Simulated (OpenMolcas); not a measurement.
Mo IV.

```yaml
Program: OpenMolcas
Basis: ANO-RCC-VQZP [8s7p5d3f2g1h]
Scalar_Hamiltonian: DKH2, point nucleus
Active_space: 3 electrons in 10 orbitals (4d 5d)
State_averaging: 2S+1 = 4 even, 10 roots; 2S+1 = 2 even, 40 roots
Spin-orbit_coupling: state interaction with AMFI integrals over the reference wave functions, term energies averaged over their components
```

Two sets of levels on these reference wave functions, in cm-1 above 4d3 4F 3/2: one from CASSCF and one from MS-CASPT2, IPEA 0.25 Eh, imaginary shift 0.1 Eh (closed shells correlated: 4s 4p).

```tsv
Level	Set 1	Set 2
4d3 4F 3/2	0.0	0.0
4d3 4F 5/2	761	740
4d3 4F 7/2	1720	1695
4d3 4F 9/2	2810	2810
4d3 4P 1/2	10480	13030
4d3 4P 3/2	10420	13140
4d3 2G 7/2	11490	14080
4d3 4P 5/2	11800	14230
4d3 2G 9/2	12260	14810
4d3 2P 1/2	13810	18390
4d3 2H 9/2	16170	18680
4d3 2H 11/2	16600	19100
4d3 2D 5/2(1)	17010	20810
4d3 2D 3/2(1) [54 %]	16920	21070
4d3 2F 7/2	25260	30580
4d3 2F 5/2	25590	30920
```

Q: Which set is which?

A: Set 1 is MS-CASPT2. Its levels of the other terms of 4d3 lie at 0.75 to 0.87 of the other set's values, as expected, since terms of lower spin or lower L gain more correlation energy than the Hund ground term. Against 14 measured levels (Sugar and Musgrove, J. Phys. Chem. Ref. Data 17, 155 (1988)) the mean absolute deviation is 200 cm-1 with it and 2700 cm-1 without; single levels miss by up to 540 cm-1 with it.

CASPT2 does not keep the components of a term degenerate, so their means are used; among the terms shown or strongly mixed into the levels shown the widest spread is 650 cm-1 (4d3 4F, MS-CASPT2). Active for correlation alone: 5d; no level in the range computed is led by a configuration that fills it, so any true level of that kind is missing. Without dynamic correlation excited terms often stand tens of per cent too high (terms of higher spin than the ground term too low), and those without a measured partner can miss by more than the paired ones (holds for CASSCF). The CASPT2 spread within a term exceeds the gap to the next term for 4d3 2H and 4d3 2D(1), so the order of their levels is uncertain (holds for MS-CASPT2). Measured partners are found by configuration, term and J. A level has none where our copy of the source lacks it or the pairing is in doubt (some pairs that miss far off the trend of their configuration count as doubtful), and it then counts in no deviation. Levels of configurations outside the active space are missing. Levels that lie high or do not pair safely by name in every column are left out.

A share in square brackets marks a mixed level and gives the weight of the term that names it, the lowest over the columns. A number in round brackets counts repeated terms of one configuration in the order of the reference energies.
